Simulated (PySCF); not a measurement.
Ag: excitation energy

Ag [Kr] 4d10 5s1 (2S) → Ag [Kr] 4d9 5s2 (2D), as a difference of total energies. All numbers are calculated (PySCF 2.14, a scalar-relativistic core potential, in def2-TZVPPD with the def2 core potential (28 electrons) (6s4p3d2f1g, 56 functions)). Correlated levels: valence: 4s2 4p6 frozen. The calculations carry no spin-orbit coupling.

Question: Order these methods by the excitation energy they give, lowest first.
A. MP2 (valence)
B. CCSD(T) (valence)
C. UHF
D. SCS-MP2 (valence)

Answer: C (3.709 eV), B (3.996 eV), D (4.107 eV), A (4.293 eV).

Errors of the correlated levels include the incompleteness of this basis and the frozen core.

For comparison: 3.971 eV (measured; NIST levels, between the centres of gravity of the two terms).
